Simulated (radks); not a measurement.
Task: Coherent X-ray form factor from a spherical all-electron density. Calculated with a radial shooting solver on a logarithmic mesh with Libxc functionals: non-relativistic Kohn-Sham, r2SCAN, spin-polarised, spherical densities, point nucleus; meta-GGA in the generalised Kohn-Sham scheme.

sin(theta)/lambda (1/angstrom)  f0 (electrons)
0.05                                    27.374
0.1                                     25.828
0.15                                    23.949
0.2                                     22.074
0.25                                    20.291
0.3                                     18.599
0.4                                     15.515
0.5                                     12.922
0.6                                     10.886
0.8                                      8.275
1                                        6.909
1.25                                     5.899
1.5                                      5.081
2                                        3.591

The species is in the configuration that NIST lists as its ground one. Which atom or ion scatters so?

Result: Neutral nickel, [Ar] 3d8 4s2. Extrapolating in s^2 from the first two rows gives f0(0) = 27.9, near the electron count 28; among species with that count, the fall with angle is slower the higher Z, and the table is that of Z = 28; from so few rows the species is fixed only to a neighbour or two.
